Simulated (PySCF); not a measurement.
Working out the ionisation energy of Os

Os [Xe] 4f14 5d6 6s2 (5D) → Os⁺ [Xe] 4f14 5d6 6s1 (6D). Calculation: PySCF 2.14, in cc-pVDZ-PP with ECP60MDF; a scalar-relativistic core potential. Frozen: 5s2 5p6. Energies in hartree (1 hartree = 27.21139 eV):

| part | Os (lower) | Os⁺ (upper) |
| --- | --- | --- |
| UHF | -90.066280 | -89.824963 |
| MP2 opposite-spin | -0.083368 | -0.038709 |
| MP2 same-spin | -0.062276 | -0.059484 |

Problem. What does Hartree-Fock give?

Solution. (-89.824963) − (-90.066280) = 0.241317 hartree = 6.567 eV.

Problem. What do MP2 and SCS-MP2 (6/5 opposite-spin, 1/3 same-spin) give?

Solution. The opposite-spin parts differ by 1.215 eV and the same-spin parts by 0.076 eV. MP2: 6.567 + (1.215) + (0.076) = 7.858 eV. SCS-MP2: 6.567 + 1.2 × (1.215) + (0.076)/3 = 8.050 eV.

Measured between the centres of the two terms (NIST): 8.473 eV, so MP2 (valence) is off by -0.615 eV.

A double-zeta basis recovers only part of the correlation energy.

What remains against the reference includes basis incompleteness, the frozen core and correlation beyond second order.
